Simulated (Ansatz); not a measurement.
Z-matrix (Å, degrees):
```
C
O 1 1.394
H 1 1.096 2 110.3
H 1 1.098 2 112.7 3 -120.6
H 1 1.096 2 110.3 3 118.9
Al 2 1.688 1 135.1 3 120.0
N 6 1.766 2 116.8 1 -179.8
H 6 1.579 2 122.4 1 0.1
C 7 1.441 6 123.0 2 180.0
C 7 1.442 6 124.1 2 -0.1
H 9 1.100 7 111.7 6 -120.1
H 9 1.100 7 111.7 6 119.9
H 9 1.094 7 110.8 6 -0.1
H 10 1.100 7 111.5 6 120.3
H 10 1.092 7 110.6 6 0.1
H 10 1.100 7 111.5 6 -120.0
```

Total charge 0; spin multiplicity 1.

List the PBE/def2-TZVPP orbital energies in eV (Ansatz). (Best estimate.)

Computed: Occupied: -1505.93, -509.65, -380.02, -269.89, -269.35, -269.25, -106.26, -68.33, -68.18, -68.13, -24.50, -22.05, -17.34, -16.37, -14.86, -11.93, -11.20, -10.89, -10.86, -10.59, -10.45, -9.25, -8.78, -8.54, -7.58, -6.54, -6.51, -5.02. Lowest empty: -0.76, -0.30, 0.31, 0.95, 1.37, 1.94, 2.11, 2.48.
